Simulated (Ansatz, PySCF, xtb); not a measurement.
Dissociation curve of ClMg (cation, charge +1), lowest singlet found (which spin is the ground state isn't settled by this scan).

Levels: GFN1-xTB (xtb); RKS-BP86/6-31G* = restricted BP86/6-31G*, spherical d run with PySCF 2.14.0; RHF/3-21G = restricted Hartree-Fock/3-21G (PySCF 2.14.0); FCI = Ansatz (an electronic-structure program) with full CI/cc-pVDZ, frozen core.

Energies relative to the lowest point of each curve between 1.76 and 2.60 Å, where full CI is lowest, in kcal/mol; the last columns give the difference from FCI:

```tsv
R / Å	GFN1-xTB	RKS-BP86/6-31G*	RHF/3-21G	FCI	GFN1-xTB − FCI	RKS-BP86/6-31G* − FCI	RHF/3-21G − FCI
1.76	37.6	44.5	60.7	46.1	-8.5	-1.6	14.6
1.91	7.0	12.9	21.9	13.3	-6.3	-0.4	8.6
2.01	0.8	3.3	8.5	3.4	-2.6	-0.1	5.1
2.09	0.0	0.0	2.8	0.0	0.0	0.0	2.8
2.22	2.8	0.1	0.0	0.3	2.5	-0.2	-0.3
2.32	6.7	3.3	1.7	3.7	3.0	-0.5	-2.0
2.39	9.9	6.4	4.3	7.2	2.6	-0.8	-2.9
2.47	13.7	10.7	8.2	11.9	1.8	-1.2	-3.7
2.55	17.5	15.3	12.8	16.9	0.6	-1.6	-4.1
2.60	19.9	18.4	16.0	20.2	-0.3	-1.8	-4.2
2.73	26.0	26.4	24.8	28.8	-2.7	-2.3	-3.9
2.91	33.9	37.2	37.5	39.6	-5.7	-2.4	-2.1
3.08	40.5	46.5	49.3	48.0	-7.5	-1.5	1.3
3.29	47.0	—	62.6	55.4	-8.4	—	7.3
```

GFN1-xTB is furthest from FCI at 1.76 (-8.5 kcal/mol, below); its mean absolute difference over the points is 3.8 kcal/mol.

RKS-BP86/6-31G* is furthest from FCI at 2.91 (-2.4 kcal/mol, below); its mean absolute difference over the points is 1.1 kcal/mol.

RHF/3-21G is furthest from FCI at 1.76 (14.6 kcal/mol, above); its mean absolute difference over the points is 4.5 kcal/mol.

Dashes: no converged value, or the column stops at the first point that the program doubted or that broke a chosen test of continuity, which isn't proof of a fault.

The scan ran from 1.76 to 8.28 Å; beyond the distances shown full CI changes its symmetry label. The restricted form behind RKS-BP86/6-31G*, RHF/3-21G keeps the bonding electrons paired and can't separate into open-shell fragments.
